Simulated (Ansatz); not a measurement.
Consider the isomerisation: `BO/C=N\[SiH3]` → `C[SiH]1NB1O`.

Gas-phase electronic energies from Ansatz, PBE0-D4/def2-TZVP geometries. CBS: MP2 limit from def2 TZ/QZ plus the TZ coupled-cluster correction, frozen cores. DFT in def2-TZVPP. B3LYP here is the variant with VWN-RPA as its local correlation; programs differ in this. Each species was taken in one conformer, which may not be the lowest.

```csv
level,ΔE (kJ/mol),difference from CCSD(T)/CBS
B3LYP-D4,-123.5,17.0
ωB97M-V,-141.5,-1.0
PBE,-153.8,-13.3
r2SCAN,-147.8,-7.3
HF/def2-TZVPP,-83.6,56.9
MP2/def2-TZVPP,-144.5,-4.0
SCS-MP2/def2-TZVPP,-124.6,15.9
CCSD/def2-TZVPP,-130.6,9.9
MP2/CBS(def2),-152.8,-12.3
CCSD/CBS(def2),-138.8,1.7
CCSD(T)/CBS,-140.5,0
```

Largest T1 diagnostic among the species: 0.015.

In def2-TZVPP, CCSD(T) changes the Hartree–Fock value by −48.7 kJ/mol (the triples alone add −1.7 kJ/mol) and MP2 by −60.9 kJ/mol. From PBE to PBE0 (25 % exact exchange), in def2-TZVPP and without D4, ΔE moves by −3.7 kJ/mol.

CCSD(T)/CBS has its own doubt, a few kJ/mol and more with outer-core shells, so smaller differences from it don't rank the levels.
